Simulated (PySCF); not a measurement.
Cl3Fe, neutral, multiplicity 6. Atoms are numbered in the order given.

```xyz
4

Fe     0.0000     0.0000     0.0000
Cl     2.1515     0.0000     0.0000
Cl    -1.0758    -1.8633     0.0000
Cl    -1.0758     1.8633     0.0000
```
Charge 0, spin multiplicity 6.

Coordinates come from a PBE-D3(BJ)/def2-SVP optimisation. The multiplicity is an assumed one; other spin states were not compared. The isomer is the one that the SMILES or the coordinates give; other isomers of the formula were not compared.

The numbers are results of PBE-D3(BJ)/def2-SVP run with PySCF, not measurements.

Frequencies are harmonic and unscaled.

Modes within 1.5 cm⁻¹ of each other (mostly degenerate sets) share a row, with their intensities summed.

**Question.** List the normal modes with their intensities. (An estimate is asked for; the answer gives what the named calculation found.)

**Answer.** 
```tsv
mode	ν (cm⁻¹)	IR (km/mol)	moving atoms (share of kinetic energy)
1	75	17.8	Fe 66 %, Cl 34 %
2–3	100	1.7	Cl 84 %, Fe 16 %
4	339	0.0	Cl 100 %
5–6	445	119.3	Cl 51 %, Fe 49 %
```
